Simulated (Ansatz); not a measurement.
Ideal-gas functions of CH₄As, SMILES `C[AsH]` radical at 600 K and 1 bar, from an Ansatz frequency run at PBE0-D4/def2-TZVP.

Molar mass 90.96 g/mol, point group Cs (symmetry number 1), electronic degeneracy 2, moments of inertia 5.49, 54.335, 56.658 u Å². Harmonic wavenumbers (cm⁻¹, unscaled): 197, 589, 668, 756, 951, 1270, 1452, 1452, 2176, 3058, 3144, 3162.

Use S(trans) = R[1.5 ln M + 2.5 ln T − 1.1517]; rotational temperatures θ = 24.2544 K / I; S(rot) = R[ln(√π/σ · √(T³/θAθBθC)) + 1.5]; for each mode x = 1.438777 ν̃/T, S = R[x/(eˣ − 1) − ln(1 − e⁻ˣ)] and H = RT x/(eˣ − 1); 1 cm⁻¹ = 0.0119627 kJ/mol; R = 8.31446 J/(mol·K).

Q: By hand: the entropy, in J/(mol·K).

A: Translation 179.6. Rotation: θ = 4.4179, 0.4464, 0.4281 K, giving 97.7. Vibration, mode by mode: 14.63, 6.10, 5.23, 4.42, 3.06, 1.67, 1.18, 1.18, 0.28, 0.05, 0.04, 0.04, in all 37.9. Electronic 5.8. Sum 321.0 J/(mol·K).

Q: By hand: H − E and G − E in kJ/mol, counted from the electronic energy.

A: Zero-point energy ½ × 18875 × 0.0119627 = 112.9; thermal vibration 13.3; translation, rotation and pV give 4 RT = 20.0. H − E = 146.2 kJ/mol, and G − E = 146.2 − 600 × 321.0/1000 = -46.4 kJ/mol.

Vibration gives 12 % of the entropy.
